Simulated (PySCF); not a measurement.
Si(CF3)(H)(Me)2, SMILES C[SiH](C)C(F)(F)F at its B3LYP/def2-SVP optimised geometry (Å):

```
14

Si    -0.1706    -0.7552     0.0000
C     -0.9220    -1.5821    -1.5102
C      1.7080    -0.7552     0.0000
C     -0.7543     1.0953     0.0000
F     -2.1018     1.2102     0.0283
F     -0.2783     1.7858     1.0612
F     -0.3304     1.7475    -1.1118
H     -0.7102    -1.3394     1.2610
H     -0.5724    -1.0996    -2.4370
H     -0.6428    -2.6477    -1.5524
H     -2.0215    -1.5187    -1.4848
H      2.1018    -0.2595    -0.9018
H      2.0993    -0.2234     0.8818
H      2.0986    -1.7858     0.0224
```

Method: B3LYP/def2-TZVP (PySCF). Cells within 0.4 Å of a nucleus heavier than hydrogen are left out (blank, or x).

Map of the electron localisation function on the plane z = 0.0 Å:

```
|000000000000000000000000000|
|000000000000000000000000000|
|000000000000000000000000000|
|000000000000000000000000000|
|000000000000000000000000000|
|000000100000000000000000000|
|000002431000000000000000000|
|000025774101000000000000000|
|000036887433210000000000000|
|000147xx771x220000000000000|
|000147xx77xx141000000000000|
|000037887455983000111000000|
|000025762289983122343100000|
|000002210288523565565310000|
|000000000130450885156410000|
|000000000111xx189xxx5310000|
|000000000220xx0893x46420000|
|000000000232001777999741000|
|000000000123212457999972000|
|000000000011110127999983000|
|000000000000000016999982000|
|000000000000000003899950000|
|000000000000000000476300000|
|000000000000000000000000000|
|000000000000000000000000000|
|000000000000000000000000000|
|000000000000000000000000000|
```
Scale: ten equal steps from 0.000 (start of '0') to 1.000 (end of '9'), in the order '0123456789'; x runs from -4.50 to 4.50, y from -4.50 (bottom) to 4.50 (top).
